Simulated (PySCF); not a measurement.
# What a mistake does to a calculation on CGeH7NO

These are calculations, not measurements. The program is PySCF 2.14.0, an open-source quantum chemistry code, run on an isolated molecule that a program drew, which may never have been made. The molecule is CGeH7NO (charge 0, singlet), drawn as the SMILES string `[NH2][GeH2][CH2]O`.

Each row is a Hartree-Fock (HF) and frozen-core CCSD(T) single point in the cc-pVDZ basis, meant for a local HF minimum. Run 1 is clean. Each other run has one planted mistake out of seven kinds, and not every kind appears here: one electron removed, one electron added, multiplicity raised by two, geometry at a saddle point, minimal basis STO-3G, one bond length entered in bohr, all coordinates scaled. The reference is restricted for singlets and unrestricted otherwise, and also for a bond in bohr. Adding or removing an electron swaps singlet and doublet. Electrons count all cores. HOMO and LUMO are orbital energies over both spins, the gradient is its largest component, and the lowest frequency (negative if imaginary) is given only where the gradient is small. Bond lengths are over the 10 bonds as drawn. T1 is the CCSD diagnostic: over 0.02 (restricted) or 0.045 (unrestricted) a single reference is doubtful. Germanium has the cc-pVDZ-PP basis, with a core potential (ECP10MDF) in place of its 10 inner electrons, and its 3s, 3p and 3d shells are frozen in CCSD(T).

Geometry of the clean run:
```xyz
11
CGeH7NO, angstrom
N    -0.3030    2.8515    0.6620
Ge   -0.2984    1.0407    0.3150
C    -1.9853    0.3342   -0.4434
O    -1.9518   -1.0730   -0.5459
H    -1.0161    3.1590    1.3011
H    -0.3481    3.4338   -0.1568
H    -0.0510    0.3201    1.6499
H     0.8565    0.7705   -0.6521
H    -2.8497    0.6752    0.1390
H    -2.1188    0.7168   -1.4561
H    -1.9457   -1.4491    0.3215
```

```
run,electrons,basis functions,<S^2>,HOMO (eV),LUMO (eV),gradient (hartree/bohr),lowest frequency (cm^-1),mean bond (Å),longest bond (Å),T1,HF (hartree),CCSD(T) (hartree),mistake
1,60,100,0.000,-9.96,4.07,1.7e-05,80,1.3447,1.980,0.0102,-464.62443,-465.28998,no fault
2,60,100,0.831,-8.57,1.71,8.7e-03,-,1.4814,2.904,0.0393,-464.51940,-465.17472,one bond length entered in bohr
3,61,100,0.758,3.43,8.84,2.7e-02,-,1.3447,1.980,0.0176,-464.48591,-465.17828,one electron added
4,60,100,2.012,-2.93,0.26,7.9e-02,-,1.3447,1.980,0.0337,-464.41559,-465.07190,multiplicity raised by two
5,60,100,0.000,-9.98,3.83,3.4e-02,-,1.3971,2.057,0.0111,-464.60968,-465.28587,all coordinates scaled
6,59,100,0.777,-15.58,-6.20,8.4e-02,-,1.3447,1.980,0.0647,-464.32405,-464.96933,?
```

**Which mistake was planted in run 6, and what did it cost?**

It counts 59 electrons, one fewer than the clean run, at the same geometry and basis. So the mistake is: one electron removed. Subtracting run 1 and multiplying by 627.51 kcal/mol a hartree, the energy moved by 188.5 kcal/mol in HF and 201.2 kcal/mol in CCSD(T).

Cautions from the logs. Run 3: the HOMO is above zero, so the electron isn't bound and the energy depends on the basis; run 6: T1 is over the limit, so its CCSD(T) energy is less reliable.
